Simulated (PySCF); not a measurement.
NMR data simulated for an unnamed compound:

¹H NMR (300 MHz, computed): δ 7.65 (m, 2H), 7.62 (m, 2H), 7.56 (m, 1H), 5.55 (m, 1H), 5.44 (m, 1H), 2.27 (s, 3H).

¹³C{¹H} NMR (computed): δ 154.2 (C), 148.6 (C), 133.8 (CH), 133.1 (CH), 131.4 (CH), 119.7 (CH2), 24.9 (CH3).

Non-relativistic, one conformer, equivalent nuclei averaged, isolated molecule. Structure optimised with GFN2-xTB; GIAO PBE0/pcSseg-1 shieldings; PySCF 2.14.

δ = σ(ref) − σ, references computed at the same level: ¹H (31.72 ppm), ¹³C (186.93 ppm) against TMS.

Problem. Which of these does the molecule contain: a Si–H bond, a benzene ring, a three-membered ring, a non-aromatic C=C double bond, a ketone?

Solution. 
- A Si–H bond: no.
- A benzene ring: yes.
- A three-membered ring: no.
- A non-aromatic C=C double bond: yes.
- A ketone: no.

The data belong to SMILES C=C(C)c1ccccc1, C$_{9}$H$_{10}$; they needn't prove each group on their own.

Carbon signals by region: 6 in the sp2 and nitrile region (100–160 ppm), 1 below 50 ppm.

Shifts are as computed. Against solution values, carbons near 30 ppm lie about +3 ppm off and those near 130 ppm about +5 ppm. Of 1211 compounds with measured shifts, 218 miss one by over three times the rms of a fit or turn the order of signals round; such compounds aren't used in these exercises. No couplings were computed; multiplicities are counted from neighbouring protons, with m where these are inequivalent, close in shift, in a saturated or five-membered ring or joined by F or P, and br s for small geminal =CH2 splittings.
